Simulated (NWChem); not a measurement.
System meant: C₃H₂ClF; SMILES FC=C=CCl

Input file for NWChem:

```
start job
memory heap 200 mb stack 900 mb global 1100 mb
geometry units angstroms noautosym nocenter noautoz
  F      0.489179    -2.647068    -0.262879
  C     -0.192810    -1.754229     0.448151
  C     -0.421781    -0.530143     0.044341
  C     -0.694312     0.695333    -0.316858
  Cl     0.319911     2.053866     0.041042
  H     -0.545984    -2.151368     1.406434
  H     -1.591901     0.966025    -0.882461
end
basis spherical
  * library def2-svp
end
dft
  xc m06-2x
  iterations 150
end
property
  shielding
end
task dft property
```

End of the output:

```
 Vector   26  Occ=0.000000D+00  E= 1.065214D-01
              MO Center= -1.3D+00,  1.0D+00, -6.9D-01, r^2= 3.7D+00
   Bfn.  Coefficient  Atom+Function         Bfn.  Coefficient  Atom+Function
  ----- ------------  ---------------      ----- ------------  ---------------
    81     -1.787215  7 H  s                 45      1.770106  4 C  s
    31     -0.578803  3 C  s                 17      0.454010  2 C  s
    60     -0.403131  5 Cl s                 44      0.400118  4 C  s
    50      0.386960  4 C  py                49     -0.376380  4 C  px
    67      0.352838  5 Cl px                68      0.352660  5 Cl py

 center of mass
 --------------
 x =   0.05380738 y =   0.02605408 z =  -0.01897078

 moments of inertia (a.u.)
 ------------------
        1214.525637161242           3.849079014192          -0.224514947653
           3.849079014192          96.597177979864           0.313618133447
          -0.224514947653           0.313618133447        1255.561741745870

     Multipole analysis of the density
     ---------------------------------

     L   x y z        total         alpha         beta         nuclear
     -   - - -        -----         -----         ----         -------
     0   0 0 0     -0.000000    -23.000000    -23.000000     46.000000

     1   1 0 0     -0.575092     -0.145623     -0.145623     -0.283846
     1   0 1 0     -0.049727     -0.376856     -0.376856      0.703985
     1   0 0 1      0.235332      0.203101      0.203101     -0.170869

     2   2 0 0    -24.886847    -31.921095    -31.921095     38.955342
     2   1 1 0      0.530187      0.930983      0.930983     -1.331779
     2   1 0 1      0.556815     -0.421666     -0.421666      1.400147
     2   0 2 0    -26.834134   -305.151019   -305.151019    583.467905
     2   0 1 1     -2.514151      2.961116      2.961116     -8.436384
     2   0 0 2    -24.790256    -21.727399    -21.727399     18.664541

          -----------------------------------------
          Chemical Shielding Tensors (GIAO, in ppm)
          -----------------------------------------

 ------------------------------------------------------------------------
  xm06: d2 not coded                    0
 ------------------------------------------------------------------------
 ------------------------------------------------------------------------
  current input line :
    22: task dft property
 ------------------------------------------------------------------------
 ------------------------------------------------------------------------
 This error has not yet been assigned to a category
 ------------------------------------------------------------------------
 For more information see the NWChem manual at https://nwchemgit.github.io

0: xm06: d2 not coded:Received an Error in Communication
```

Question: What is wrong, and how is it mended?

Answer: The run crashed. Cause: this functional's second derivatives, which shieldings need, aren't coded here; the fix takes a hybrid GGA instead. This input runs:
```
start job
memory heap 200 mb stack 900 mb global 1100 mb
geometry units angstroms noautosym nocenter noautoz
  F      0.489179    -2.647068    -0.262879
  C     -0.192810    -1.754229     0.448151
  C     -0.421781    -0.530143     0.044341
  C     -0.694312     0.695333    -0.316858
  Cl     0.319911     2.053866     0.041042
  H     -0.545984    -2.151368     1.406434
  H     -1.591901     0.966025    -0.882461
end
basis spherical
  F library def2-svp
  C library def2-svp
  Cl library def2-svp
  H library def2-svp
end
dft
  xc pbe0
  iterations 150
end
property
  shielding
end
task dft property
```
It converges to -674.78700 Ha (PBE0/def2-SVP, GIAO).
